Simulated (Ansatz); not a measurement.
Two isomers of C3H9BSi: A = `C=CB(C)[SiH3]`, B = `C[SiH]1BCC1`.

Program: Ansatz. Geometries: PBE0-D4/def2-TZVP. ΔE: electronic, gas phase. CCSD(T)/CBS is the MP2 limit (def2-TZVPP, def2-QZVPP) plus CCSD(T) − MP2 in def2-TZVPP, frozen cores. Functionals use def2-TZVPP. B3LYP here is the variant with VWN-RPA as its local correlation; programs differ in this. Each species was taken in one conformer, which may not be the lowest.

Q: Which isomer does CCSD(T)/CBS put lower? Give the gap. (An estimate is asked.)

A: The calculation gave: A, by 1.8 kcal/mol.

Q: Give E(B) − E(A) in kcal/mol with ωB97M-V, B3LYP, CCSD/def2-TZVPP, MP2/def2-TZVPP, HF/def2-TZVPP, r2SCAN-D4, B2PLYP. (Estimate.)

A: Computed: ωB97M-V 0.2, B3LYP 6.1, CCSD/def2-TZVPP 2.6, MP2/def2-TZVPP 0.0, HF/def2-TZVPP 7.8, r2SCAN-D4 1.4, B2PLYP 4.2. None reverses the order clearly.

Largest T1 diagnostic: 0.012.

In def2-TZVPP, CCSD(T) changes the Hartree–Fock value by −5.1 kcal/mol (the triples alone add +0.2 kcal/mol) and MP2 by −7.8 kcal/mol. From PBE to PBE0 (25 % exact exchange), in def2-TZVPP and without D4, E(B) − E(A) moves by −2.2 kcal/mol.
